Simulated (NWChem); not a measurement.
SiHOF, singlet; SMILES F[Si]O

```xyz
4

Si     0.6214     0.0125     0.0000
F     -0.4211    -1.2591     0.0000
O     -0.4493     1.2760     0.0000
H     -1.3979     1.0886     0.0000
```
Atoms are numbered in this order, from 1.

Computed with NWChem. Pople sets run with spherical d functions. Low-valent species are run as closed-shell singlets; no triplet was tried in these runs. All runs use the structure optimised with PBE0/def2-SVP. Level: M06-2X/6-31G* with SMD (1 M gas to 1 M solution), gas-phase geometry. Reactions with the solvent are ignored.

### Question
Predict the results for solvent 1,4-dioxane. Quantities: solvation free energy (kcal/mol); cavity-dispersion-structure term (kcal/mol); dipole in solution (D).

### Answer
The solvation free energy (kcal/mol) is -2.6, the cavity-dispersion-structure term (kcal/mol) is -0.7 and the dipole in solution (D) is 1.01.
